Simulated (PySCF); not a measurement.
# Correlation energy of Se (selenium, neutral)

[Ar] 3d10 4s2 4p3 5s1, high-spin 5S determinant (an excited configuration). All numbers are calculated (PySCF 2.14, scalar relativity by spin-free X2C-1e, in aug-cc-pVDZ-DK). Frozen: [Ar] 3d10; 6 electrons correlated.

```tsv
level	correlation energy (mhartree)
CCSD	-84.85
(T)	-1.45
CCSD(T)	-86.30
CCSDT	-86.59
```

Diagnostics: T1 = 0.0064, D1 = 0.0202, largest double amplitude 0.043.

Problem. Is a single reference adequate?

Solution. Yes, within this model without spin-orbit coupling: T1 lies below 0.03 and no double amplitude reaches 0.07.
